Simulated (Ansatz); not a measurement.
```yaml
crystal:
  periodic: [false, false, false]
  atoms:
    - {symbol: S, position_ang: [-2.301981, 0.703844, -0.721499]}
    - {symbol: Si, position_ang: [-0.273865, 1.130048, -0.169413]}
    - {symbol: Sn, position_ang: [0.941848, -0.998608, 0.581008]}
    - {symbol: H, position_ang: [-1.983867, -0.254374, -1.608433]}
    - {symbol: H, position_ang: [0.463992, 1.791097, -1.280221]}
    - {symbol: H, position_ang: [-0.399459, 2.096559, 0.951454]}
    - {symbol: H, position_ang: [0.779429, -2.191489, -0.632489]}
    - {symbol: H, position_ang: [2.607780, -0.722591, 0.840958]}
    - {symbol: H, position_ang: [0.254724, -1.600787, 2.021436]}
basis:
  gaussian: {orbitals: def2-SVPD, final_grid: {core_spheres: 1, valence_spheres: 1, degree: 3}}
hamiltonian: {xc: {name: r2SCAN}}
scf: {lower_state_search: light}
output: {forces: true}
```

```sh
$ ansatz run in.yaml --threads 2 --pin off --events-out ev --progress --plain --max-ram 4352MiB
```

Output, abridged:

```
Functional definition: r2SCAN
1235 factors; their error is unknown
mean field evaluation 1: about -24636.4469 eV, gradient 1.6e1 eV
mean field evaluation 2: about -24636.6909 eV, gradient 1.5e1 eV
mean field evaluation 4: about -24637.3025 eV, gradient 8.1e-1 eV
mean field evaluation 32: about -24757.6599 eV, gradient 2.5e-5 eV
a density is far from that of the atoms, so the factors are made again for it
1479 factors; integrals over basis functions are off by at most 2.4e-4 eV
mean field -24757.65841841 eV, -909.8271655331 hartree, gradient 2.5e-5 eV, S^2 0.000000; 0 other end points of the search recorded, 0 dependent functions left out
reference -24757.65846868 eV, -909.8271673805 hartree; 29, 29 occupied and 102, 102 virtual orbitals, 1479 factors
Total energy: -24757.65846868 eV, -909.8271673805 hartree
Atom 0 at    -2.301981     0.703844    -0.721499 Å, force    16.002100     7.899430    -1.109139 eV/Å
Atom 1 at    -0.273865     1.130048    -0.169413 Å, force   -30.978474   -35.462560    -0.830957 eV/Å
Atom 2 at     0.941848    -0.998608     0.581008 Å, force    -5.551810    15.244886    -8.289677 eV/Å
Atom 3 at    -1.983867    -0.254374    -1.608433 Å, force    -5.569513   -12.162560     2.835698 eV/Å
Atom 4 at     0.463992     1.791097    -1.280221 Å, force    13.396866    14.499518     2.141384 eV/Å
Atom 5 at    -0.399459     2.096559     0.951454 Å, force    11.481088    11.557486     4.176121 eV/Å
Atom 6 at     0.779429    -2.191489    -0.632489 Å, force    -0.262485    -0.868997    -2.163835 eV/Å
Atom 7 at     2.607780    -0.722591     0.840958 Å, force     3.233736     0.449001     2.014871 eV/Å
Atom 8 at     0.254724    -1.600787     2.021436 Å, force    -1.751507    -1.156204     1.225534 eV/Å
Dipole moment:     1.342661    -0.205217    -0.045915 e Å
```

(1) What is wrong with this run?

Answers

(1) The integration grid is far too coarse. The run converged. The result belongs to that input, not to the molecule as meant.
